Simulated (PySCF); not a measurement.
# Correlation energy of Ag⁺ (silver, charge +1)

[Kr] 4d10, closed-shell 1S. Calculation: PySCF 2.14, in def2-SVP with the def2 core potential (28 electrons) (5s3p2d1f, 31 functions); scalar relativity through the core potential. Frozen: 4s2 4p6; 10 electrons correlated.

Total MP2 correlation energy: -206.10 mhartree.

Same-spin part -79.08 and opposite-spin part -127.02 mhartree; SCS-MP2 scales them by 1/3 and 6/5 to -178.79 mhartree.

```
  level  correlation energy (mhartree)
   CCSD                        -199.70
    (T)                          -3.69
CCSD(T)                        -203.39
```

Diagnostics: T1 = 0.0026, D1 = 0.0037, largest double amplitude 0.021.

Problem. Is a single reference adequate?

Solution. Yes, within this model without spin-orbit coupling: T1 lies below 0.03 and no double amplitude reaches 0.07.
